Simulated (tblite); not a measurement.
Species: 2-methoxyethyl vinyl ether, C5H10O2.
Bonds: C1–C2 (double), C2–O3, O3–C4, C4–C5, C5–O6, O6–C7. Hydrogens: H8, H9 on C1; H10 on C2; H11, H12 on C4; H13, H14 on C5; H15, H16, H17 on C7.

Computed with GFN2-xTB (tblite), gas phase: nudged elastic band of 9 images (0 to 8), spring 0.2 eV/Å², climbing image at the end, force threshold 0.05 eV/Å. The top image wasn't refined or checked by frequencies; at this threshold it can lie a kcal/mol or more above the true saddle point of the method.

Path: rotation about C4–O3 (sp3 carbon bound to oxygen, ether oxygen), followed by the dihedral C5–C4–O3–C2. Start geometry (image 0):
```
atom  x, y, z in Å
C1     -3.194   -0.789   -0.103
C2     -2.704    0.397    0.220
O3     -1.410    0.777    0.338
C4     -0.418   -0.195    0.090
C5      0.939    0.473    0.288
O6      1.947   -0.477    0.044
C7      3.239    0.053    0.205
H8     -2.580   -1.643   -0.323
H9     -4.257   -0.932   -0.154
H10    -3.344    1.242    0.437
H11    -0.494   -0.578   -0.935
H12    -0.517   -1.038    0.785
H13     1.030    1.324   -0.403
H14     1.009    0.860    1.316
H15     3.394    0.417    1.228
H16     3.418    0.879   -0.494
H17     3.935   -0.757   -0.003
```

The converged band, energies from image 0, some withheld:

| image | dihedral (°) | C5–C4 (Å) | C4–O3 (Å) | O3–C2 (Å) | C5–C4–O3 (°) | C4–O3–C2 (°) | E (kcal/mol) |
| --- | --- | --- | --- | --- | --- | --- | --- |
| 0 | 180 | 1.525 | 1.411 | 1.355 | 107.5 | 117.6 | 0.00 |
| 1 | -168 | 1.525 | 1.411 | 1.355 | 108.1 | 117.6 | ? |
| 2 | -155 | 1.526 | 1.412 | 1.355 | 108.5 | 118.5 | 0.82 |
| 3 | -141 | 1.527 | 1.412 | 1.354 | 109.0 | 119.5 | 1.47 |
| 4 | -127 | 1.529 | 1.413 | 1.354 | 109.8 | 120.4 | ? |
| 5 | -113 | 1.531 | 1.412 | 1.355 | 110.5 | 120.7 | ? |
| 6 | -100 | 1.532 | 1.411 | 1.355 | 111.2 | 120.3 | 0.89 |
| 7 | -88 | 1.532 | 1.410 | 1.356 | 111.5 | 119.5 | 0.13 |
| 8 | -81 | 1.532 | 1.409 | 1.356 | 112.4 | 118.7 | -0.23 |

Problem. Estimate the withheld energies, and name the highest image.

Solution. image 1: 0.22 kcal/mol; image 4: 1.81 kcal/mol; image 5: 1.59 kcal/mol. The highest is image 4.

Problem. Between which neighbours does the energy rise most, and fall most?

Solution. It rises most from image 2 to 3 (+0.65 kcal/mol) and falls most from image 6 to 7 (-0.76 kcal/mol).

Problem. Give the height of the top above the start in other units, and in kT at 298.15 K.

Solution. 0.0785 eV = 1.81 kcal/mol = 7.6 kJ/mol = 633 cm⁻¹, or 3.1 kT.

Problem. What forces remain on the atoms at the highest image?

Solution. 
```
atom  x, y, z in Å  |  force x, y, z in eV/Å
C1     -3.005   -0.861    0.484    0.000   0.009  -0.009
C2     -2.639    0.374    0.180   -0.003  -0.004   0.005
O3     -1.480    0.854   -0.330    0.005   0.000   0.010
C4     -0.397   -0.015   -0.586   -0.002  -0.004  -0.003
C5      0.865    0.517    0.095    0.002  -0.002  -0.004
O6      1.898   -0.410   -0.140    0.004  -0.003  -0.001
C7      3.116   -0.046    0.459    0.001   0.003   0.001
H8     -2.382   -1.728    0.358   -0.004   0.003   0.000
H9     -3.985   -1.038    0.885    0.003   0.001  -0.002
H10    -3.318    1.206    0.321    0.003   0.005   0.007
H11    -0.232   -0.061   -1.668    0.002  -0.012  -0.005
H12    -0.581   -1.026   -0.218   -0.006  -0.004  -0.004
H13     1.127    1.505   -0.312   -0.002   0.006   0.002
H14     0.682    0.631    1.175    0.003  -0.012  -0.001
H15     3.020    0.014    1.550    0.001   0.007   0.003
H16     3.474    0.920    0.083   -0.006   0.006  -0.003
H17     3.831   -0.824    0.200   -0.001   0.001   0.004
```

The largest is 0.013 eV/Å, against the threshold of 0.05 eV/Å on the band's forces.

The cost below is that of the whole band run. The run took 11 s of wall time on one thread of an AMD EPYC, shared host, and the process peaked at 0.18 GiB of memory.
